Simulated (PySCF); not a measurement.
# Computed properties of BFH4Si, SMILES [SiH3]BF

B(F)(H)(SiH3) (BFH4Si), SMILES FB[SiH3]. The structure is a stationary point at B3LYP-D3(BJ)/def2-TZVP. Other conformers were not sampled. All values are computed for the isolated molecule unless a solvent is named; none is compared with measurement here.

**Structure.** The optimised structure has Cs symmetry. All 15 harmonic modes at B3LYP-D3(BJ)/def2-TZVP (PySCF) are real, so it is a minimum. With heavy atoms numbered as in [BH:1]([F:2])[SiH3:4], the shortest bond between them is B1–F2 at 1.326 Å and the longest B1–Si4 at 2.035 Å.

**Vibrations.** The strongest infrared lines (harmonic, unscaled, degenerate partners summed) lie at 1301 cm⁻¹ (235 km/mol, B 65 %, F 25 %, H 9 %), 899 cm⁻¹ (186 km/mol, H 89 %, Si 10 %), 2575 cm⁻¹ (150 km/mol, H 91 %, B 9 %). The softest mode is at 56 cm⁻¹ and the zero-point energy is 24.5 kcal/mol.

**Electronic structure.** M06-2X/def2-TZVPD (PySCF) places the frontier levels at -9.42 and -0.80 eV, a gap of 8.62 eV, and gives a dipole moment of 0.69 D and a mean polarisability of 44.6 bohr³.

**Excitations.** TDDFT-B3LYP/def2-SVPD (PySCF) has S1 at 4.68 eV (265 nm, f = 0.004, weak); the most intense of the 10 singlets computed lies at 8.19 eV (f = 0.28). T1 (TDA) is at 3.91 eV. No vertical singlet excitation falls in the visible range (under 3.1 eV).

**NMR.** GIAO shifts at KT2/pcSseg-2 (PySCF) (non-relativistic, atoms alike by connectivity averaged): ¹H from 3.6 to 7.0 ppm against TMS; ²⁹Si at -116.5 ppm against TMS; ¹⁹F at 40.3 ppm against CFCl3; ¹¹B at 65.6 ppm against BF3.
